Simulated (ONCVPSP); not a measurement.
An odd input for ONCVPSP 4.0.1 (cadmium (Cd))

Command:

```bash
oncvpsp.x < Cd.dat > Cd.out
```

Input:

```
# ATOM AND REFERENCE CONFIGURATION
# atsym  z   nc   nv     iexc    psfile
  Cd 48.00    6    4        4      upf
#
#   n    l    f
    1    0    2.00
    2    0    2.00
    2    1    6.00
    3    0    2.00
    3    1    6.00
    3    2   10.00
    4    0    2.00
    4    1    6.00
    4    2   10.00
    5    0    2.00
#
# PSEUDOPOTENTIAL AND OPTIMIZATION
# lmax
    3
#
#   l,   rc,      ep,       ncon, nbas, qcut
    0    0.10    0.00    4    7   10.00
    1    1.10    0.00    5    8    8.90
    2    1.45    0.00    4    8   10.10
    3    1.50    0.13    4    8    8.40
#
# LOCAL POTENTIAL
# lloc, lpopt,  rc(5),   dvloc0
    4    5    1.00    3.00
#
# VANDERBILT-KLEINMAN-BYLANDER PROJECTORs
# l, nproj, debl
    0    2    0.80
    1    2    1.40
    2    3    2.80
    3    1    3.50
#
# MODEL CORE CHARGE
# icmod, fcfact, rcfact
    1    0.20    0.00
#
# LOG DERIVATIVE ANALYSIS
# epsh1, epsh2, depsh
   -5.00    5.00    0.04
#
# OUTPUT GRID
# rlmax, drl
    6.00    0.01
#
# TEST CONFIGURATIONS
# ncnf
    4
# nvcnf
#   n    l    f
    4
    4    0    2.00
    4    1    6.00
    4    2   10.00
    5    0    1.00
#
    4
    4    0    2.00
    4    1    6.00
    4    2   10.00
    5    0    0.00
#
    4
    4    0    2.00
    4    1    6.00
    4    2    9.00
    5    0    0.00
#
    4
    4    0    2.00
    4    1    6.00
    4    2   10.00
    5    0    1.50
#
```

This is an input that runs to its end, with one change: rc of l = 0 set to 0.10 bohr.

Task: How does the run end?

Result: The program refuses the input: "test_data: rc < rc(lloc) for l = 0. Not allowed.".

```
ONCVPSP  (Optimized Norm-Conservinng Vanderbilt PSeudopotential)
scalar-relativistic version 4.0.1

test_data: rc < rc(lloc) for l = 0.  Not allowed.
ERROR: test_data found   1 ERROR; stopping
```
